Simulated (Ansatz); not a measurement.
```tsv
atom	x (Å)	y (Å)	z (Å)
H	2.1850	0.0000	0.4255
H	1.0925	1.8923	0.4255
H	-1.0925	1.8923	0.4255
H	-2.1850	0.0000	0.4255
H	-1.0925	-1.8923	0.4255
H	1.0925	-1.8923	0.4255
H	2.1850	0.0000	-0.4255
H	1.0925	1.8923	-0.4255
H	-1.0925	1.8923	-0.4255
H	-2.1850	0.0000	-0.4255
H	-1.0925	-1.8923	-0.4255
H	1.0925	-1.8923	-0.4255
```

Basis set: 6-31G (spherical functions). All electrons are correlated. Charge 0, multiplicity 1.

Computed with Ansatz (development build ahead of 0.2.0); each method stands on the lowest determinant of its kind that the runs found. Restricted open shells among the atoms or ions are ROHF, correlated in semicanonical orbitals with singles.

Question: Give the atomization energy at this shape (free ground-state atoms in the same class of orbitals less the molecule, no zero-point energy) of singlet H12 by RHF-MP2, RHF.

Answer:

| method | atomization energy |
| --- | --- |
| RHF-MP2 | 2089.2 kJ/mol |
| RHF | 1781.7 kJ/mol |

Caution: stretched shape with no unrestricted run beside it, a lower state can exist. Caution for RHF-MP2: bonds are stretched, where a single reference can fail.

This basis has no polarisation functions and is too small for such energies, which can lie far from measured ones in either direction.
